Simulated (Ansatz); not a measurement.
Geometry optimisation, Ansatz, RKS B3LYP-D4/def2-SVP.

input.yaml

```yaml
crystal:
  periodic: [false, false, false]
  atoms:
    - { symbol: W, position_ang: [0.0, 0.0, 0.0] }
    - { symbol: O, position_ang: [0.0, 0.0, 2.29] }
    - { symbol: H, position_ang: [-0.9095, -0.2814, 2.6271] }
    - { symbol: H, position_ang: [1.72, 0.0, 0.0] }
    - { symbol: H, position_ang: [0.0, 1.72, 0.0] }
    - { symbol: H, position_ang: [-1.72, 0.0, 0.0] }
    - { symbol: Cl, position_ang: [0.0, -2.39, 0.0] }
    - { symbol: Cl, position_ang: [0.0, 0.0, -2.39] }
    - { symbol: Br, position_ang: [1.8798, -1.9708, 0.905] }
    - { symbol: H, position_ang: [0.9046, -0.9484, 2.1267] }
basis:
  gaussian: { orbitals: def2-SVP }
hamiltonian:
  xc: b3lyp
  dispersion: d4
relax:
  f_tol: 0.15
  max_steps: 25
  restrain:
    - { distance: [0, 8], at: 3.77, k: 30.0 }
    - { distance: [9, 1], at: 2.21, k: 30.0 }
    - { distance: [0, 1], at: 1.94, k: 30.0 }
    - { distance: [9, 8], at: 1.55, k: 30.0 }
```

Run as:

```bash
$ ansatz run input.yaml --threads 4 --pin off --max-ram 5120MiB --backend cpu --events-out ev --progress --plain --runs-dir out
```

Where does it end, and by what steps?

The run converged. The restraints hold the end off the free minimum; the threshold counts their pulls, which the force column leaves out. Restrained pairs: W1–Br9 (2.87 → 3.77 Å), O2–H10 (1.32 → 2.21 Å), W1–O2 (2.29 → 1.93 Å), Br9–H10 (1.87 → 1.50 Å). After 22 steps the energy has fallen by 7.564 eV (the restraints' own energy left out); Br9 moved furthest, 1.55 Å.

```tsv
step	energy less start (eV)	largest force component (eV/Å)	accepted
0	0.0000	7.946	yes
1	-1.0513	3.963	yes
2	-2.2355	3.513	yes
3	-4.0620	2.709	yes
4	-5.5643	1.335	yes
5	-6.1360	1.294	yes
6	-6.4927	1.451	yes
7	-6.7402	1.393	yes
8	-6.8845	1.259	yes
9	-6.9860	1.204	yes
10	-6.9878	1.664	no
11	-7.0311	1.220	yes
12	-7.0640	1.271	yes
13	-7.0913	1.372	yes
14	-7.0672	1.835	no
15	-7.1512	1.266	yes
16	-7.2058	1.233	yes
17	-7.2986	1.276	yes
18	-7.4225	1.318	yes
19	-7.4861	1.343	yes
20	-7.4749	1.500	no
21	-7.5416	1.294	yes
22	-7.5645	1.337	yes
```

```xyz
10
Properties=species:S:1:pos:R:3
W -0.265 -0.252 -0.083
O -0.529 -0.290 1.832
H -0.523 0.549 2.316
H 1.031 -0.902 -0.948
H 0.530 1.148 0.497
H -1.869 -0.298 -0.608
Cl -0.496 -2.581 0.095
Cl -0.187 1.174 -1.880
Br 2.794 -1.219 1.899
H 1.390 -1.200 2.439
```

Time of the run: 100 s on 4 threads of Arm Neoverse V2, with other jobs on the host, peak memory 0.44 GiB.
